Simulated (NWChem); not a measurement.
Molecule: GeH₃SeCl; SMILES Cl[Se][GeH3]

Program: NWChem. Coordinates come from a PBE0/def2-SVP optimisation. Total energies of different functionals are on different scales.

```json
[
 {"level": "B3LYP/def2-SVP", "energy (Ha)": "-4939.9664", "highest occupied level (eV)": "-6.49", "orbital gap (eV)": "4.08", "dipole (D)": "1.96"},
 {"level": "PBE/def2-SVP", "energy (Ha)": "-4939.0009", "highest occupied level (eV)": "-5.54", "orbital gap (eV)": "2.37", "dipole (D)": "1.85"},
 {"level": "Hartree-Fock/def2-SVP", "energy (Ha)": "-4935.7619", "highest occupied level (eV)": "-9.57", "orbital gap (eV)": "11.10", "dipole (D)": "2.51"},
 {"level": "N12/def2-SVP", "energy (Ha)": "-4942.3193", "highest occupied level (eV)": "-5.35", "orbital gap (eV)": "2.36", "dipole (D)": "1.93"},
 {"level": "LC-BLYP (range parameter 0.33 per bohr)/def2-SVP", "energy (Ha)": "-4938.9924", "highest occupied level (eV)": "-8.91", "orbital gap (eV)": "8.88", "dipole (D)": "2.11"},
 {"level": "BHandHLYP/def2-SVP", "energy (Ha)": "-4939.8320", "highest occupied level (eV)": "-7.83", "orbital gap (eV)": "6.69", "dipole (D)": "2.20"},
 {"level": "revPBE/def2-SVP", "energy (Ha)": "-4939.4276", "highest occupied level (eV)": "-5.52", "orbital gap (eV)": "2.41", "dipole (D)": "1.88"}
]
```
